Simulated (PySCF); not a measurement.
Computed vibrations of [Nd(H2O)4]3+

[Nd(H2O)4]3+ (singlet in the valence; each metal's 4f electrons, 3 of them, lie in its core potential, out of spins and levels). PySCF 2.14.0, RKS PBE0, Nd lcecp-1-SVP with ECP49, O def2-SVP, H def2-SVP; non-relativistic Hamiltonian with scalar-relativistic core potentials where named; density fitting; no spin-orbit coupling. Central differences of gradients.

```xyz
13

Nd    0.0000    0.0000    0.0000
O     1.3556    1.3636    1.3636
H     1.7237    1.1646    2.2534
H     1.7237    2.2534    1.1646
O    -1.3556   -1.3636    1.3636
H    -1.7237   -1.1646    2.2534
H    -1.7237   -2.2534    1.1646
O     1.3556   -1.3636   -1.3636
H     1.7237   -2.2534   -1.1646
H     1.7237   -1.1646   -2.2534
O    -1.3556    1.3636   -1.3636
H    -1.7237    2.2534   -1.1646
H    -1.7237    1.1646   -2.2534
```

Run from Python with OMP_NUM_THREADS=2. Where DIIS fails, smearing, a level shift and second-order steps follow.
It took 87 s on 2 threads of Arm Neoverse V1, on a shared host.

Task: What are the harmonic wavenumbers and infrared intensities?

Result: Modes are labelled in D2d; negative numbers are unstable modes, those under 60 cm⁻¹ near the noise; a finer grid moves soft modes by up to 10 cm⁻¹.
```json
{"cm⁻¹": "-140", "km/mol": "–", "symmetry": "a2"}
{"cm⁻¹": "-63", "km/mol": "–", "symmetry": "e"}
{"cm⁻¹": "-63", "km/mol": "–", "symmetry": "e"}
{"cm⁻¹": "-31", "km/mol": "–", "symmetry": "b1"}
{"cm⁻¹": "41", "km/mol": "5.8", "symmetry": "b2"}
{"cm⁻¹": "52", "km/mol": "0.0", "symmetry": "a1"}
{"cm⁻¹": "73", "km/mol": "0.0", "symmetry": "b1"}
{"cm⁻¹": "81", "km/mol": "5.1", "symmetry": "e"}
{"cm⁻¹": "81", "km/mol": "5.1", "symmetry": "e"}
{"cm⁻¹": "370", "km/mol": "0.0", "symmetry": "a1"}
{"cm⁻¹": "373", "km/mol": "16.2", "symmetry": "e"}
{"cm⁻¹": "373", "km/mol": "16.2", "symmetry": "e"}
{"cm⁻¹": "379", "km/mol": "12.5", "symmetry": "b2"}
{"cm⁻¹": "576", "km/mol": "0.0", "symmetry": "a2"}
{"cm⁻¹": "598", "km/mol": "13.7", "symmetry": "e"}
{"cm⁻¹": "598", "km/mol": "13.7", "symmetry": "e"}
{"cm⁻¹": "607", "km/mol": "0.0", "symmetry": "b1"}
{"cm⁻¹": "634", "km/mol": "418.8", "symmetry": "e"}
{"cm⁻¹": "634", "km/mol": "418.8", "symmetry": "e"}
{"cm⁻¹": "642", "km/mol": "0.0", "symmetry": "a1"}
{"cm⁻¹": "651", "km/mol": "919.7", "symmetry": "b2"}
{"cm⁻¹": "1673", "km/mol": "189.8", "symmetry": "b2"}
{"cm⁻¹": "1673", "km/mol": "166.7", "symmetry": "e"}
{"cm⁻¹": "1673", "km/mol": "166.7", "symmetry": "e"}
{"cm⁻¹": "1678", "km/mol": "0.0", "symmetry": "a1"}
{"cm⁻¹": "3631", "km/mol": "604.7", "symmetry": "e"}
{"cm⁻¹": "3631", "km/mol": "604.7", "symmetry": "e"}
{"cm⁻¹": "3632", "km/mol": "684.2", "symmetry": "b2"}
{"cm⁻¹": "3650", "km/mol": "0.0", "symmetry": "a1"}
{"cm⁻¹": "3672", "km/mol": "0.0", "symmetry": "a2"}
{"cm⁻¹": "3676", "km/mol": "0.0", "symmetry": "b1"}
{"cm⁻¹": "3676", "km/mol": "779.0", "symmetry": "e"}
{"cm⁻¹": "3676", "km/mol": "779.0", "symmetry": "e"}
```

Task: Is this a minimum?

Result: No: 4 unstable; the lowest moves the atoms so:
```
Nd   0.00  0.00  0.00
O    0.00  0.01 -0.01
H    0.29 -0.13 -0.16
H   -0.29  0.16  0.13
O    0.00  0.01  0.01
H    0.29 -0.13  0.16
H   -0.29  0.16 -0.13
O    0.00 -0.01  0.01
H   -0.29 -0.16 -0.13
H    0.29  0.13  0.16
O    0.00 -0.01 -0.01
H   -0.29 -0.16  0.13
H    0.29  0.13 -0.16
```

An lcecp potential fixes the number of 4f electrons, so in runs with it no electron can move into or out of that shell.
